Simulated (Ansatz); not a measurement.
`CBC=S` + HI → `CBI` + `C=S` at 600 K and 1 bar (ligand exchange at a B–C bond).

Calculated with Ansatz (gas phase, PBE0-D4/def2-TZVP geometries, no zero-point term in ΔE). CCSD(T)/CBS adds triple-zeta CCSD(T) − MP2 to the extrapolated MP2 energy (def2 sets, frozen cores). This one scheme is used for every species. Elements past krypton have def2 core potentials. For I outer-core shells are correlated without core-valence functions, which leaves a few kJ/mol of doubt a bond. Each species was taken in one conformer, which may not be the lowest.

```csv
species,CCSD(T)/CBS energy (Eh),H − E (kJ/mol),S (J/(mol·K))
`CBC=S`,-501.64970,220.4,386.4
HI,-298.03592,31.6,227.0
`CBI`,-362.71826,168.1,364.7
`C=S`,-436.98974,88.9,261.7
```

H − E and S are ideal-gas, rigid-rotor, harmonic terms from PBE0-D4/def2-TZVP, for one conformer and one mirror image of each species. 1 Eh = 2625.50 kJ/mol, R = 8.31446 J/(mol·K).

Problem. By hand: ΔE, ΔH, ΔS and ΔG.

Solution. ΔE = (-362.71826) + (-436.98974) − (-501.64970) − (-298.03592) = -0.02238 Eh = -58.8 kJ/mol. Δ(H − E) = 168.1 + 88.9 − 220.4 − 31.6 = 5.0, so ΔH = -53.8 kJ/mol. ΔS = 364.7 + 261.7 − 386.4 − 227.0 = 13.0 J/(mol·K). ΔG = -53.8 − 600 × (13.0)/1000 = -61.6 kJ/mol.

Problem. By hand: the equilibrium constant, and the temperature at which ΔG would vanish if ΔH and ΔS stayed fixed.

Solution. log₁₀ K = −ΔG/(RT ln 10) = 5.4. ΔH and −TΔS have one sign here, so there is no such temperature.

The number of gas molecules stays the same, so ΔS is small and ΔH decides. A doubt of 5 kJ/mol in ΔE shifts log₁₀ K by 0.4 here. Other conformers and mirror images would add mixing entropy, several J/(mol·K) or more a flexible species. Modes under 60 cm⁻¹, often nearly free rotors, make the harmonic entropy too high. These are equilibria of isolated gas molecules and say nothing of rates. Largest T1 diagnostic: 0.019 (customary marks: 0.02 for closed shells, 0.045 for open ones).
